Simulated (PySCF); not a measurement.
**Radial density of Cl²⁺ (chlorine, charge +2)**

M06-L, [Ne] 3s2 3p3, high-spin 4S determinant. All numbers are calculated (PySCF 2.14, no relativity, point nucleus, in 6-31G*).

```tsv
r (bohr)	4πr²ρ (e/bohr)	4πr²(ρα − ρβ)
0.00170	0.1081	0.0000
0.00285	0.2984	0.0001
0.00480	0.7957	0.0002
0.00808	2.003	0.0004
0.0136	4.716	0.0011
0.0228	9.737	0.0033
0.0384	16.38	0.0116
0.0646	19.59	0.0475
0.109	15.35	0.1765
0.183	13.94	0.4284
0.308	19.33	0.4270
0.517	11.37	0.0020
0.870	3.503	1.0983
1.46	3.746	2.1953
2.46	0.8037	0.5403
4.14	0.01494	0.0106
```
